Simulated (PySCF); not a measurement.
**Hf(OH)₃, doublet: computed properties**

All numbers come from UPBE0 in PySCF with Hf def2-TZVP with ECP60, O def2-TZVP, H def2-TZVP; scalar-relativistic core potentials, no spin–orbit coupling; density-fitted integrals.

The structure is a minimum.

Coordinates in bohr (charge 0 multiplicity 2):
```
Hf    0.0000    0.0000    0.0000
O     3.5359   -0.8511    0.0000
O    -1.0309    3.4877    0.0000
O    -2.5050   -2.6366    0.0000
H     5.3291   -0.9646    0.0000
H    -1.8292    5.0974    0.0000
H    -3.4999   -4.1328    0.0000
```

```json
{
 "Point group": "C3h",
 "Bond lengths": "Hf–O 1.925 Å (×3), O–H 0.951 Å (×3)",
 "Bond angles": "H–O–Hf 170.1° (×3), O–Hf–O 120.0° (×3)",
 "Rotational symmetry number": "3",
 "Highest occupied level (α)": "-4.54 eV",
 "Spin squared ⟨S²⟩": "0.753",
 "Entropy at 298.15 K and 1 bar (electronic part: spin only)": "371.3 J/(mol K)",
 "Principal quadrupole moments (Buckingham, traceless) about the centre of mass": "-8.24, 4.12, 4.12 D Å",
 "Heat capacity Cp at 298.15 K": "111.3 J/(mol K)",
 "Lowest empty level (β)": "-1.29 eV",
 "Enthalpy at 298.15 K above 0 K": "23.81 kJ/mol",
 "Dipole moment": "0.00 D",
 "Atomisation energy without zero-point energy": "2910 kJ/mol",
 "Zero-point energy": "96.3 kJ/mol",
 "Principal polarisabilities": "53.5, 53.5, 71.4 bohr³",
 "Rotational constants": "0.1664, 0.1664, 0.08322 cm⁻¹"
}
```

Harmonic modes (masses in u: Hf 179.947, O 15.995, H 1.008):
```tsv
symmetry	ω (cm⁻¹)	IR (km/mol, summed over degenerate members)	μ (u)
a''	70	22.8	3.91
a'	92	0.0	1.14
e'	150	17.1	7.03
e'	251	502	1.12
e''	336	0.0	1.14
a''	340	276	1.29
e'	674	324	8.93
a'	700	0.0	8.14
e'	4027	629	1.07
a'	4030	0.0	1.07
```

In C3h the vibrations span 2a'' + 3a' + 4e' + e''. The a', e'' modes carry no infrared intensity, as symmetry demands.

Charges (e):
```json
{"atom": "Hf1", "Mulliken": "1.17", "Löwdin": "0.50", "polar tensor": "1.62", "spin (Mulliken)": "1.07", "Mayer order to Hf1": "–"}
{"atom": "O2,3,4", "Mulliken": "-0.71", "Löwdin": "-0.32", "polar tensor": "-0.89", "spin (Mulliken)": "-0.02", "Mayer order to Hf1": "1.03"}
{"atom": "H5,6,7", "Mulliken": "0.32", "Löwdin": "0.15", "polar tensor": "0.35", "spin (Mulliken)": "0.00", "Mayer order to Hf1": "0.04"}
```
Other Mayer orders above 0.3: O–H 0.88 (×3).

Mulliken populations on Hf1 (electrons outside its core potential): s 2.62, p 6.28, d 1.78, f 0.15.

Outer orbital energies (eV). α occupied: -13.53, -9.39, -9.39, -9.33, -9.33, -8.92, -8.79, -4.54; empty: 0.46, 0.46, 0.58, 0.83. β occupied: -13.51, -13.51, -9.40, -9.40, -9.33, -9.33, -8.96, -8.81; empty: -1.29, 0.94, 0.94, 1.01.

This need not be the most stable arrangement of these atoms. Open d and f shells are described by one determinant, and the ground state may have another occupation or spin. Spin–orbit coupling, left out here, can matter for elements this heavy.

The final relaxation and frequency run took 97 s on 4 threads of a shared Arm Neoverse V2 host, with 151 basis functions and 14 gradients; the process peaked at 2.2 GiB.
